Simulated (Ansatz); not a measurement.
Consider the redistribution: `[SiH3][CH2][SnH2][Cl]` + `C[Si](Cl)(Cl)Cl` → `[Cl][SnH2][Si](Cl)(Cl)Cl` + `CC[SiH3]`.

Isolated molecules relaxed with PBE0-D4/def2-TZVP in Ansatz; ΔE leaves out vibrations. CBS: MP2 limit from def2 TZ/QZ plus the TZ coupled-cluster correction, frozen cores. DFT in def2-TZVPP. B3LYP here is the variant with VWN-RPA as its local correlation; programs differ in this. def2 core potentials past Kr. For Sn outer-core shells are correlated without core-valence functions, which leaves a few kJ/mol of doubt a bond. Each species was taken in one conformer, which may not be the lowest.

```csv
level,ΔE (kJ/mol),difference from CCSD(T)/CBS
PBE-D4,28.8,-18.2
r2SCAN-D4,42.1,-4.9
PBE0-D4,34.4,-12.6
B3LYP-D4,34.4,-12.6
ωB97X-V,42.8,-4.2
ωB97M-V,46.0,-1.0
B2PLYP,42.5,-4.5
PBE,29.0,-18.0
r2SCAN,42.3,-4.7
PBE0,34.8,-12.2
B3LYP,34.8,-12.2
HF/def2-TZVPP,45.1,-1.9
MP2/def2-TZVPP,54.4,7.4
SCS-MP2/def2-TZVPP,51.1,4.1
CCSD/def2-TZVPP,49.3,2.3
CCSD(T)/def2-TZVPP,49.7,2.7
HF/def2-QZVPP,45.7,-1.3
MP2/def2-QZVPP,53.2,6.2
SCS-MP2/def2-QZVPP,50.1,3.1
HF/CBS(def2),45.8,-1.2
MP2/CBS(def2),51.8,4.8
CCSD/CBS(def2),46.7,-0.3
CCSD(T)/CBS,47.0,0
```

Largest T1 diagnostic among the species: 0.011.

From PBE to PBE0 (25 % exact exchange), in def2-TZVPP and without D4, ΔE moves by +5.8 kJ/mol. In def2-TZVPP, CCSD(T) changes the Hartree–Fock value by +4.6 kJ/mol (the triples alone add +0.3 kJ/mol) and MP2 by +9.4 kJ/mol.
